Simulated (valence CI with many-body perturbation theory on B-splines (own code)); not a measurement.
**Pb LXI: one-electron terms**

Computed by relativistic CI+MBPT: four valence electrons over a frozen Dirac-Fock core [Ar], radial functions for each j: 7 s, 7 p, 8 d, 6 f, 4 g, 1 h, with the one-electron correlation potential Σ1, the two-electron term Σ2, the three-electron term Σ3, Breit, model QED; selected CI, second order for the rest, scaled by the run's own slope (own B-spline code, finite nucleus).

The last digits are not significant, and no measured levels were compared; by estimate large intervals hold to a few tenths of a per cent, small ones and those within an open d or f shell to about a per cent. Excitations out of the core, of the other parity, are not computed and may begin above about 277 eV (a cautious bound); beyond it only levels of the ground parity were kept, without lifetimes. Only levels of the ground parity were solved; by the run's estimate the other parity begins above the list, which can be wrong where configurations are misplaced.

These are the spectroscopic orbitals of the CI (the correlating ones are not listed), shaped by the core and the other valence electrons. h is the expectation value of the core's Dirac-Fock operator, without the valence repulsion; Σ1 is computed up to l = 3 at one energy for each symmetry, that of its lowest orbital but kept below the first core excitation, so for empty shells it is not the orbital's own correlation shift; Breit and QED include the response of the core.

```csv
Orbital,h (hartree),Σ1 (cm⁻¹),Breit (cm⁻¹),QED (cm⁻¹),⟨r⟩ (bohr)
4s1/2,-154.43,-8740,24417,19215,0.3201
5s1/2,-95.009,-3369,11730,9467,0.5200
6s1/2,-64.317,-1694,6406,5295,0.7700
4p1/2,-150.71,-11463,39001,1511,0.3133
5p1/2,-93.158,-4151,19126,769,0.5158
6p1/2,-63.27,-2048,10524,437,0.7684
4p3/2,-142.69,-10277,21426,2924,0.3325
5p3/2,-89.23,-3946,10695,1485,0.5395
6p3/2,-61.059,-1988,6658,846,0.7970
3d3/2,-254.53,-22424,47973,-3020,0.1456
4d3/2,-137.73,-11520,18441,-846,0.3113
5d3/2,-86.826,-4443,9006,-376,0.5241
3d5/2,-249.84,-19551,25957,-505,0.1498
4d5/2,-135.92,-10694,9945,59.7,0.3164
5d5/2,-85.918,-4056,4820,69.1,0.5303
4f5/2,-131.53,-29489,3232,-717,0.2791
5f5/2,-83.881,-11353,1409,-336,0.4970
4f7/2,-130.84,-21965,468,-303,0.2815
5f7/2,-83.514,-8504,315,-125,0.4998
5g7/2,-82.311,,306,-109,0.4448
5g9/2,-82.13,,-30.3,-3.2,0.4464
```

Among the shells of the start configuration 3d4, Σ1 is largest in size for 3d3/2, where it is 0.040 % of h.

Lowest root of each symmetry, sizes in configuration state functions:

| J | Parity | Roots | Reference | Variational | Second order | Change by selected CI (cm⁻¹) | Change by second order (cm⁻¹) |
| --- | --- | --- | --- | --- | --- | --- | --- |
| 0 | even | 5 | 37 | 4284 | 6717 | -13724 | -1 |
| 1 | even | 4 | 93 | 10623 | 1413 | -11545 | -1 |
| 2 | even | 8 | 133 | 16319 | 1321 | -13509 | -1 |
| 3 | even | 6 | 136 | 17352 | 2283 | -13709 | -2 |
| 4 | even | 7 | 121 | 17308 | 1688 | -12759 | -1 |
| 5 | even | 2 | 88 | 13165 | 2674 | -11306 | -3 |
| 6 | even | 2 | 56 | 10386 | 1570 | -11456 | -2 |
